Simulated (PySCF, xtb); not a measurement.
GeH5Si, SMILES [SiH3][GeH2] (connectivity only; charge and spin as stated), charge +1, multiplicity 1.

Harmonic wavenumbers (cm⁻¹) from GFN2-xTB in xtb at its own minimum, in rising order: 23, 173, 230, 362, 449, 467, 685, 689, 695, 888, 1679, 1768, 2230, 2252, 2254.

What does PBE-D3(BJ)/def2-TZVP in PySCF give at its own minimum? (Estimate from the structure and the level; the computed values follow.)

68, 279, 324, 346, 552, 613, 753, 859, 862, 881, 2087, 2126, 2153, 2213, 2241. Paired by order, the mean absolute difference is 121 cm⁻¹ and the zero-point energies are 21.2 and 23.4 kcal/mol.
